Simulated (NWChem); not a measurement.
System: AlNH2Cl2; SMILES [NH2][Al]([Cl])[Cl]

```xyz
6

Al     0.0000     0.0000     0.3357
Cl    -1.8093     0.0000    -0.7152
Cl     1.8093     0.0000    -0.7152
N      0.0000     0.0000     2.0888
H      0.8338     0.0000     2.6651
H     -0.8338     0.0000     2.6651
```
Atoms are numbered in this order, from 1.

Computed with NWChem. Medium grid unless said otherwise, to which SCAN and Minnesota functionals are sensitive. All runs use the structure optimised with PBE0/def2-SVP. Total energies of different functionals are on different scales.

```
level                                             energy (Ha)  highest occupied level (eV)  orbital gap (eV)  dipole (D)
------------------------------------------------  -----------  ---------------------------  ----------------  ----------
B3LYP/def2-SVP                                     -1218.6075                        -7.49              6.87        2.55
PBE/def2-SVP                                       -1217.9732                        -6.33              5.11        2.59
MPW1K/def2-SVP                                     -1218.5951                        -8.94              9.12        2.63
TPSS/def2-SVP                                      -1218.6259                        -6.45                 …        2.65
BHandHLYP/def2-SVP                                 -1218.5345                        -9.15              9.56        2.56
CAM-B3LYP/def2-SVP                                 -1218.5644                        -9.21              9.79        2.57
LDA (Slater exchange, PW92)/def2-SVP               -1214.0676                        -6.46              5.07        2.63
B97-2/def2-SVP                                     -1218.6210                        -7.55              7.16        2.62
LC-BLYP (range parameter 0.33 per bohr)/def2-SVP   -1217.7753                       -10.14             11.55        2.58
M06-L/def2-SVP                                     -1218.5627                        -6.65              6.04        2.66
revPBE/def2-SVP                                    -1218.3128                        -6.29              5.17        2.58
```

Some entries are withheld; supply them.


- TPSS/def2-SVP, orbital gap (eV): 5.41
